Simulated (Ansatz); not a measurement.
Li₅H₁₀⁻. Total charge -1; singlet. Geometry PBE-D4/def2-TZVPD, basis def2-TZVPD, Ansatz.

```xyz
15

Li   -1.414    0.112    1.445
Li    1.071   -0.034    0.699
Li    0.673    1.755   -0.951
Li   -0.989   -0.042   -1.118
Li   -0.706   -1.969    0.648
H     0.098   -3.490   -0.278
H     1.407    3.450   -0.090
H    -0.125   -1.019    2.100
H    -0.422    1.241   -2.296
H     2.154    1.262   -0.009
H    -0.269   -4.019    0.137
H    -0.494    1.153    0.406
H     0.361   -1.293   -0.563
H    -2.221   -1.023    0.251
H     0.875    3.916   -0.380
```

| run | HOMO (eV) | LUMO (eV) |
| --- | --- | --- |
| A | -1.27 | 2.14 |
| B | -1.67 | 2.34 |
| C | -2.68 | 2.52 |
| D | -0.80 | 2.48 |
| E | -1.52 | 2.21 |
| F | -1.19 | 2.53 |

B3LYP takes the VWN-RPA correlation. HSE06 is defined as in plane-wave codes, on full-range PBE exchange. In the singlet, H7 and H15 lie 0.76 Å apart, H6 and H11 lie 0.77 Å apart (atoms count from 1), so H2 has formed as a molecule. The structure comes from a short search, and lower isomers may exist.

Question: The runs used B3LYP, BHLYP, HSE06, PBE0, r2SCAN, r2SCANh. Estimate which is which.

Answer: A HSE06 (range-separated); B PBE0 (25 % exact exchange); C BHLYP (50 % exact exchange); D r2SCAN (0 % exact exchange); E B3LYP (20 % exact exchange); F r2SCANh (10 % exact exchange). Exact exchange lowers occupied and raises empty levels; among semilocal functionals meta-GGAs tend to open the gap a little, and such runs are hard to tell apart. The gap grows from 3.28 eV (r2SCAN) to 5.20 eV (BHLYP).
